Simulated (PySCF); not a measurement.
C₂H₇BBrN, singlet, geometry from GFN2-xTB; CASSCF(4,6)+NEVPT2/STO-3G run with PySCF.

The PySCF input:
```python
from pyscf import gto, scf, mcscf, mrpt
import numpy

mol = gto.M(
    atom='''
B    -0.25463711   -0.12122809    0.81782560
H    -0.42020111   -0.52746361    1.90392087
Br    0.89937032   -1.08418999   -0.32792998
N    -0.88790135    1.02773759    0.39591977
C    -0.77346731    1.63825050   -0.91303865
C    -1.77627245    1.78279737    1.25464428
H    -1.75666067    1.68975952   -1.38934415
H    -0.38394553    2.65587885   -0.81872736
H    -0.10525521    1.06599452   -1.55164114
H    -1.40185879    2.80248242    1.38185133
H    -2.77459031    1.83635156    0.81122773
H    -1.84851617    1.30933650    2.23006201
''',
    basis='sto-3g',
    verbose=4,
)

mf = scf.RHF(mol)
mf.kernel()
mc = mcscf.CASSCF(mf, 6, 4)
mc.fix_spin_(ss=0.0)
mc.kernel()
occ = numpy.linalg.eigvalsh(mc.fcisolver.make_rdm1(mc.ci, mc.ncas, mc.nelecas))[::-1]
ss = mc.fcisolver.spin_square(mc.ci, mc.ncas, mc.nelecas)[0]
print('natural occupations', occ.round(4), ' <S^2>', round(ss, 4))
e2 = mrpt.NEVPT(mc).kernel()
print('E(NEVPT2) = %.10f' % (mc.e_tot + e2))
```

What the program printed (banner, timings and long lists left out):

```
PySCF version 2.14.0

[INPUT] verbose = 4
[INPUT] num. atoms = 12
[INPUT] num. electrons = 66
[INPUT] charge = 0
[INPUT] spin (= nelec alpha-beta = 2S) = 0
[INPUT] symmetry False subgroup None
[INPUT] Mole.unit = angstrom
[INPUT] Symbol           X                Y                Z      unit          X                Y                Z       unit  Magmom
[...]
nuclear repulsion = 304.934691715833
number of shells = 27
number of NR pGTOs = 135
number of NR cGTOs = 45
basis = sto-3g
ecp = {}

******** <class 'pyscf.scf.hf.RHF'> ********
method = RHF
initial guess = minao
damping factor = 0
level_shift factor = 0
DIIS = <class 'pyscf.scf.diis.CDIIS'>
diis_start_cycle = 1
diis_space = 8
diis_damp = 0
SCF conv_tol = 1e-09
SCF conv_tol_grad = None
SCF max_cycles = 50
direct_scf = True
direct_scf_tol = 1e-13
Set gradient conv threshold to 3.16228e-05
Initial guess from minao.
init E= -2698.84941588389
[...]
cycle= 1 E= -2701.68435585652  delta_E= -2.83  |g|= 0.374  |ddm|= 4.04
[...]
cycle= 2 E= -2701.75729823421  delta_E= -0.0729  |g|= 0.0916  |ddm|= 0.834
[...]
cycle= 3 E= -2701.76140338817  delta_E= -0.00411  |g|= 0.028  |ddm|= 0.176
[...]
cycle= 4 E= -2701.76183386388  delta_E= -0.00043  |g|= 0.00628  |ddm|= 0.0633
[...]
cycle= 5 E= -2701.76186245402  delta_E= -2.86e-05  |g|= 0.00271  |ddm|= 0.0142
[...]
cycle= 6 E= -2701.76186704322  delta_E= -4.59e-06  |g|= 0.000521  |ddm|= 0.00645
[...]
cycle= 7 E= -2701.76186727084  delta_E= -2.28e-07  |g|= 9.21e-05  |ddm|= 0.00162
[...]
cycle= 8 E= -2701.76186727665  delta_E= -5.81e-09  |g|= 1.61e-05  |ddm|= 0.00026
[...]
cycle= 9 E= -2701.76186727683  delta_E= -1.78e-10  |g|= 3.26e-06  |ddm|= 4.6e-05
[...]
Extra cycle  E= -2701.76186727683  delta_E= 2.27e-12  |g|= 1.2e-06  |ddm|= 7.22e-06
converged SCF energy = -2701.76186727683

******** <class 'pyscf.mcscf.mc1step.CASSCF'> ********
CAS (2e+2e, 6o), ncore = 31, nvir = 8
max_cycle_macro = 50
max_cycle_micro = 4
conv_tol = 1e-07
conv_tol_grad = None
orbital rotation max_stepsize = 0.02
orbital rotation threshold for CI restart = 0.01
augmented hessian ah_max_cycle = 30
augmented hessian ah_conv_tol = 1e-12
augmented hessian ah_linear dependence = 1e-14
augmented hessian ah_level shift = 1e-08
augmented hessian ah_start_tol = 2.5
augmented hessian ah_start_cycle = 3
augmented hessian ah_grad_trust_region = 3
kf_trust_region = 3
kf_interval = 4
ci_response_space = 4
ci_grad_trust_region = 3
with_dep4 0
natorb = False
canonicalization = True
sorting_mo_energy = False
[...]
CASCI E = -2701.76372599304  S^2 = 0.0000000
CASSCF energy = -2701.79909912105
CASCI E = -2701.79909912105  E(CI) = -5.64636515727852  S^2 = 0.0000000
[...]
5 C 2pz          0.06327  -0.00220   0.02279   0.01457   0.38024
6 H 1s           0.03138  -0.09198  -0.00507   0.01539   0.01010
7 H 1s           0.03138   0.09198   0.00507   0.01539   0.01010
8 H 1s          -0.04110   0.00000   0.00000  -0.00129   0.01925
9 H 1s           0.03142   0.09227   0.00136   0.01278   0.03992
10 H 1s          0.03142  -0.09227  -0.00136   0.01278   0.03992
11 H 1s         -0.03784   0.00000  -0.00000  -0.00324   0.01135
               #6
0 B 1s          -0.00007
0 B 2s           0.01285
0 B 2px          0.11239
0 B 2py         -0.02605
0 B 2pz         -0.22625
1 H 1s           0.20203
2 Br 1s          0.00007
2 Br 2s         -0.00082
2 Br 3s         -0.00530
2 Br 4s         -0.05500
2 Br 2px         0.00016
2 Br 2py        -0.00014
2 Br 2pz        -0.00013
2 Br 3px        -0.00309
2 Br 3py         0.00286
2 Br 3pz         0.00259
2 Br 4px         0.10332
2 Br 4py        -0.09355
2 Br 4pz        -0.09016
2 Br 3dxy        0.00398
2 Br 3dyz       -0.00339
2 Br 3dz^2       0.00053
2 Br 3dxz        0.00366
2 Br 3dx2-y2    -0.00034
3 N 1s          -0.00271
3 N 2s           0.20658
3 N 2px          0.11350
3 N 2py          0.14878
3 N 2pz         -0.52493
4 C 1s           0.00491
4 C 2s          -0.35794
4 C 2px          0.04993
4 C 2py          0.24229
4 C 2pz         -0.53034
5 C 1s          -0.00142
5 C 2s           0.10306
5 C 2px          0.10016
5 C 2py         -0.09958
5 C 2pz         -0.07235
6 H 1s           0.04137
7 H 1s           0.04137
8 H 1s           0.00280
9 H 1s          -0.01524
10 H 1s         -0.01524
11 H 1s          0.01694
<CAS-nat-orb|mo-hf>  32     23      -0.43145061
<CAS-nat-orb|mo-hf>  32     29      -0.60547277
<CAS-nat-orb|mo-hf>  33     31      -0.77884431
<CAS-nat-orb|mo-hf>  33     33       0.52456662
<CAS-nat-orb|mo-hf>  34     34       0.97072637
<CAS-nat-orb|mo-hf>  35     45      -0.83098019
<CAS-nat-orb|mo-hf>  36     36       0.66716784
<CAS-nat-orb|mo-hf>  37     35       0.50706103
<CAS-nat-orb|mo-hf>  37     36       0.49548794
<CAS-nat-orb|mo-hf>  37     37      -0.54718493
Sr    (-1)',   E = -0.00030802238815
Si    (+1)',   E = -0.01270965354315
Sijrs (0)  ,   E = -0.09222156851653
Sijr  (+1) ,   E = -0.02772191014018
Srsi  (-1) ,   E = -0.00233689132881
Srs   (-2) ,   E = -0.00015387358998
Sij   (+2) ,   E = -0.01970975958721
Sir   (0)' ,   E = -0.01397237683372
Nevpt2 Energy = -0.169134055927730
E(NEVPT2) = -2701.9682331770
```
